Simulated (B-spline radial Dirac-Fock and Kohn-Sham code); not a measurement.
## Two-hole binding energies of Kr⁺

System: the Kr⁺ ion, configuration [Ar] 3d10 4s2 4p5, inside a Watson sphere of charge -1 and radius 2.2 Å (a model of the Madelung potential; inside it an electron's potential energy is raised by 6.5 eV).

These are calculated numbers from a radial B-spline solver; the model is multi-electron Dirac-Fock with separately optimised hole states, Breit and Lamb-shift corrections added in first order. U is the two-hole binding energy less the two single-hole energies, the effective repulsion of the holes after relaxation. Each two-hole energy is an average over J within one jj subconfiguration.

```
          holes  E(a) (eV)  E(b) (eV)  E(ab) (eV)  U (eV)
           1s⁻²    14333.0    14333.0     29198.1   532.1
   1s⁻¹ 2p1/2⁻¹    14333.0     1738.9     16213.3   141.4
   1s⁻¹ 3p1/2⁻¹    14333.0      231.5     14604.6    40.1
   1s⁻¹ 3d3/2⁻¹    14333.0      99.87     14466.4    33.6
   1s⁻¹ 3d5/2⁻¹    14333.0      98.63     14464.9    33.3
   2s⁻¹ 2p1/2⁻¹     1937.4     1738.9      3752.9    76.7
        2p1/2⁻²     1738.9     1738.9      3580.2   102.4
   2s⁻¹ 3p1/2⁻¹     1937.4      231.5      2204.2    35.3
   2s⁻¹ 3d5/2⁻¹     1937.4      98.63      2070.8    34.7
2p1/2⁻¹ 3d5/2⁻¹     1738.9      98.63      1872.8    35.3
2p1/2⁻¹ 3d3/2⁻¹     1738.9      99.87      1872.6    33.9
        3p1/2⁻²      231.5      231.5       493.9    31.0
        3d3/2⁻²      99.87      99.87           ?       ?
3d3/2⁻¹ 3d5/2⁻¹      99.87      98.63       227.8    29.3
```

Question: Give the missing two-hole energy and U.

Answer: E(ab) = 228.5 eV and U = 28.8 eV.
